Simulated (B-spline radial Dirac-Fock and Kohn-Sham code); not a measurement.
## Compton profile of Au⁴²⁺

System: gold as Au⁴²⁺ in the configuration 1s2 2s2 2p6 3s2 3p6 3d10 4s2 4p6 4d1.

Level of theory: the impulse approximation on relativistic Hartree-Fock (Dirac-Fock) wave functions, averaged over the configuration; a radial atomic solver. pz is in atomic units of momentum; subshell profiles are per electron, for a selection of subshells; open shells are spread over both j values by their weights.

```tsv
pz	J total	J 2p3/2	J 3p1/2	J 3d5/2	J 4d5/2
0	1.693	0.0181	0.0417	0.0297	0.0620
0.4	1.689	0.0181	0.0417	0.0297	0.0620
0.5	1.686	0.0181	0.0417	0.0297	0.0620
0.6	1.683	0.0181	0.0417	0.0297	0.0620
0.8	1.676	0.0181	0.0417	0.0297	0.0620
1	1.666	0.0181	0.0417	0.0297	0.0620
1.2	1.655	0.0181	0.0417	0.0297	0.0620
1.4	1.641	0.0181	0.0417	0.0297	0.0620
1.6	1.625	0.0181	0.0417	0.0297	0.0620
1.8	1.607	0.0181	0.0417	0.0297	0.0619
2	1.587	0.0181	0.0416	0.0297	0.0619
2.5	1.528	0.0181	0.0415	0.0297	0.0616
3	1.459	0.0181	0.0413	0.0297	0.0610
4	1.299	0.0181	0.0405	0.0297	0.0579
5	1.134	0.0180	0.0390	0.0296	0.0516
7	0.8697	0.0179	0.0338	0.0288	0.0317
10	0.6408	0.0173	0.0224	0.0255	0.00894
15	0.3774	0.0153	0.00716	0.0160	0.00359
20	0.2178	0.0123	0.00220	0.00789	0.00281
30	0.08834	0.00633	0.00157	0.00149	0.000661
40	0.04225	0.00279	0.00106	0.000288	0.000130
60	0.01357	0.000518	0.000274	1.68e-05	7.40e-06
100	0.002832	3.08e-05	2.44e-05	< 1e-6	< 1e-6
```

J(0) = 1.693. The 4p3/2 subshell gives the largest part, 20 %.

Mean momentum ⟨p⟩ by subshell (a.u.): 1s1/2 85.2, 2s1/2 30.5, 2p1/2 40.0, 2p3/2 34.6, 3s1/2 15.6, 3p1/2 18.6, 3p3/2 17.1, 3d3/2 20.4, 3d5/2 19.9, 4s1/2 9.43, 4p1/2 10.6, 4p3/2 10.0, 4d3/2 11.3, 4d5/2 11.1.

Values without a named source are computed, but for edge energies of neutral atoms, which are taken from tables.
